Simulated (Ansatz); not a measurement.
Basis-set extrapolation for FH6NSi2 (`F[SiH2]N[SiH3]`) (PBE0-D4/def2-TZVP geometry, frozen core, the Gaussian-basis code of Ansatz). Multiplicity 1, RHF reference.

```tsv
	def2-TZVPP	def2-QZVPP
HF	-735.466872	-735.493655
MP2 correlation	-0.711874	-0.770622
CCSD(T) correlation	-0.777350	-0.832134
```

Energies in hartree. Use E(X) = E(∞) + A·exp(−7.88·√X) for Hartree–Fock and E(X) = E(∞) + B·X^(−2.97) for correlation, with X = 3 and 4.

Q: What is the CCSD(T) energy at the basis-set limit?

A: HF limit: -735.493655 + (-0.026783) × 0.13774 = -735.49734. Correlation limit: -0.832134 + (-0.054784) × 0.74074 = -0.87271. Total: -736.37005 hartree, 330.4 kJ/mol below CCSD(T)/def2-TZVPP.
